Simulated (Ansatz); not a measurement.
Ansatz (a first-principles code) input (PBE/STO-3G):

Ansatz 0.2 input:
```yaml
crystal:
  periodic: [false, false, false]
  atoms:
    - {symbol: F, position_ang: [-0.03033900, 2.10312000, -0.16051200]}
    - {symbol: Si, position_ang: [-0.00803500, 0.67359800, 0.55236500]}
    - {symbol: Br, position_ang: [-1.83891600, -0.43133600, -0.08469700]}
    - {symbol: Br, position_ang: [1.84993200, -0.37890600, -0.09497500]}
basis:
  gaussian:
    orbitals: STO-3G
hamiltonian:
  xc: {name: PBE}
magnetization: {spin_polarized: true, initial_magnetization: 1}
output: {forces: true}
```

Output:

```
Functional definition: PBE
integrals: 0.01 GiB planned
523 factors; integrals over basis functions are off by at most 2.6e-5 eV
mean field: 0.12 GiB planned
mean field evaluation 1: about -148992.8050 eV, gradient 1.6e1 eV
mean field evaluation 2: about -148988.9686 eV, gradient 2.7e1 eV
mean field evaluation 4: about -148995.1356 eV, gradient 1.7e0 eV
mean field evaluation 8: about -148995.1491 eV, gradient 2.1e-2 eV
mean field -148995.14912564 eV, -5475.4707378280 hartree, gradient 1.3e-5 eV, S^2 0.750865; 0 other end points of the search recorded, 0 dependent functions left out
the calculation of the forces begins
reference -148995.14913872 eV, -5475.4707383084 hartree; 47, 46 occupied and 3, 4 virtual orbitals, 523 factors
Total energy: -148995.14913872 eV, -5475.4707383084 hartree
Atom 0 at    -0.030339     2.103120    -0.160512 Å, force    -0.029864     1.873391    -1.161808 eV/Å
Atom 1 at    -0.008035     0.673598     0.552365 Å, force     0.024983    -1.417663     1.734715 eV/Å
Atom 2 at    -1.838916    -0.431336    -0.084697 Å, force    -0.400544    -0.233592    -0.285330 eV/Å
Atom 3 at     1.849932    -0.378906    -0.094975 Å, force     0.405425    -0.222137    -0.287576 eV/Å
Dipole moment:    -0.003914     0.307971     0.166328 e Å
```

The geometry given is a B3LYP-D3(BJ)/def2-TZVP minimum.
